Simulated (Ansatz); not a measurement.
Isolated molecules relaxed with PBE0-D4/def2-TZVP in Ansatz; ΔE leaves out vibrations. CCSD(T)/CBS adds triple-zeta CCSD(T) − MP2 to the extrapolated MP2 energy (def2 sets, frozen cores). Functionals use def2-TZVPP. B3LYP here is the variant with VWN-RPA as its local correlation; programs differ in this. For Mg outer-core shells are correlated without core-valence functions, which leaves a few kJ/mol of doubt a bond. Each species was taken in one conformer, which may not be the lowest.

`[NH2][Mg][O][SiH3]` + `BC[SiH2]S` → `BC[SiH2]S[SiH3]` + `[NH2][Mg][OH]`  (ligand exchange at the Si–O bond)

| level | ΔE (kcal/mol) |
| --- | --- |
| PBE-D4 | 10.1 |
| B3LYP-D4 | 14.6 |
| MP2/def2-TZVPP | 14.0 |
| SCS-MP2/def2-TZVPP | 16.5 |
| CCSD(T)/def2-TZVPP | 15.6 |
| HF/def2-QZVPP | 24.1 |
| HF/CBS(def2) | 24.2 |
| MP2/CBS(def2) | 13.2 |

(1) What does CCSD(T)/CBS give? (Estimate.)

Largest T1 diagnostic among the species: 0.012.

## Answers

(1) The calculation gave: +14.7 kcal/mol. The listed levels differ from it by -4.6, -0.1, -0.7, 1.8, 0.9, 9.4, 9.5, -1.5 kcal/mol.

The D4 term adds −3.8 kcal/mol with B3LYP and −2.0 kcal/mol with PBE0; it sums over pairs of atoms, weighted by their polarisabilities, and B3LYP, whose exchange is more repulsive, gets the larger term. In def2-TZVPP, CCSD(T) changes the Hartree–Fock value by −7.9 kcal/mol (the triples alone add −1.4 kcal/mol) and MP2 by −9.5 kcal/mol.
